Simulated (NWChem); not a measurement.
Species: C$_{3}$H$_{3}$N$_{2}$, doublet; SMILES C1[N]C=NC=1

All runs: NWChem. Pople sets run with spherical d functions. Spin-unrestricted. In the optimisation the excess spin sits in b2 (C2v, its own frame). The geometry was optimised at PBE-D3(BJ)/def2-SVP, spin-unrestricted. No stability test was run on the SCF state.

**Question.** Taking PBE0/6-311++G** as the yardstick, which of these has the fewest basis functions while keeping “highest occupied level (eV)” within 0.05 eV of it: PBE0/6-31G*; PBE0/3-21G; PBE0/6-311G**; PBE0/STO-3G; PBE0/6-31+G*?

**Answer.** PBE0/3-21G (a larger set in the list lies outside the tolerance).
| level | basis functions | highest occupied level (eV) |
|---|---|---|
| PBE0/STO-3G | 28 | -5.49 |
| PBE0/3-21G | 51 | -7.76 |
| PBE0/6-31G* | 76 | -7.49 |
| PBE0/6-31+G* | 96 | -7.73 |
| PBE0/6-311G** | 108 | -7.62 |
| PBE0/6-311++G** | 131 | -7.74 |

The yardstick is one finite set, not the basis-set limit.
